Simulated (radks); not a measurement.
Valence configurations of neutral tungsten (all share [Xe]). All-electron calculation, Dirac Kohn-Sham, BLYP, spin-unpolarised, spherical densities, finite nucleus; open shells fill j = l - 1/2 first; Fermi nuclear charge, rms radius 5.3658 fm. Program: a radial shooting solver on a logarithmic mesh with Libxc functionals. Energies are relative to 4f14 5d4 6s2; eigenvalues in eV.

\begin{tabular}{lrrrrrr}
valence & E (eV) & e(4f5/2) & e(4f7/2) & e(5d3/2) & e(5d5/2) & e(6p1/2) \\ \hline
4f14 5d4 6s2 & 0.000 & -33.557 & -31.319 & -4.506 & - & - \\
4f14 5d4.5 6s1.5 & 0.921 & -32.605 & -30.368 & -3.916 & -3.239 & - \\
4f14 5d5 6s1 & 1.977 & -31.765 & -29.528 & -3.403 & -2.756 & - \\
4f14 5d3 6s2 6p1 & 3.774 & -37.368 & -35.129 & -7.187 & - & -2.519 \\
4f14 5d4 6s1 6p1 & 4.017 & -34.874 & -32.637 & -5.678 & - & -2.214 \\
4f14 5d2 6s2 6p2 & 9.384 & -41.428 & -39.187 & -9.940 & - & -3.371 \\
4f13.5 5d4 6s2 6p0.5 & 16.292 & -39.866 & -37.582 & -6.417 & - & -2.084 \\
4f13.5 5d4 6s1 6p1.5 & 20.662 & -41.141 & -38.857 & -7.542 & - & -2.648 \\
4f13 5d5 6s2 & 31.477 & -42.647 & -40.318 & -5.643 & -4.805 & - \\
4f12 5d6 6s2 & 71.181 & -52.208 & -49.786 & -6.782 & -5.817 & - \\
\end{tabular}

NIST lists [Xe] 4f14 5d4 6s2 as the ground configuration; this level of theory agrees among the configurations tried. The energies are those of spherical spin-averaged densities, not of single terms.
